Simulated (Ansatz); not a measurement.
The lowest doublet and quartet of CCl (SMILES [C]Cl); geometries from B3LYP-D3(BJ)/def2-TZVP, each state relaxed from the structure named, with no frequency check.
Doublet (charge 0, multiplicity 2):
```xyz
2

C      0.00000     0.00000    -1.22427
Cl     0.00000     0.00000     0.43209
```

A positive gap puts the quartet lower; no zero-point energy. U- takes an unrestricted doublet. The quartet is unrestricted in single-reference levels. Active spaces average the two states.

Correlated levels freeze the cores.

Programs: Ansatz (Gaussian orbitals). 

U-PBE/def2-TZVPP gives -233.6 kJ/mol for the gap E(doublet) − E(quartet), vertical, at the doublet's geometry.

Predict the shift from PBE, with its sign, for: U-r2SCAN/def2-TZVPP, U-PBE0/def2-TZVPP, U-wB97M-V/def2-TZVPP, U-B2PLYP/def2-TZVPP, U-MP2/cc-pV(Q+d)Z, U-CCSD(T)/cc-pV(Q+d)Z, SC-NEVPT2 on SA-CASSCF(3,4)/cc-pV(Q+d)Z, FIC-MRCISD+Q on SA-CASSCF(3,4)/cc-pV(Q+d)Z.

U-r2SCAN/def2-TZVPP 37.7; U-PBE0/def2-TZVPP 18.4; U-wB97M-V/def2-TZVPP -15.4; U-B2PLYP/def2-TZVPP -6.0; U-MP2/cc-pV(Q+d)Z 21.1; U-CCSD(T)/cc-pV(Q+d)Z 4.0; SC-NEVPT2 on SA-CASSCF(3,4)/cc-pV(Q+d)Z 17.9; FIC-MRCISD+Q on SA-CASSCF(3,4)/cc-pV(Q+d)Z 6.6 kJ/mol. 6 of 8 lie above PBE; the widest gap is to U-r2SCAN/def2-TZVPP.

Ansatz is a first-principles code.
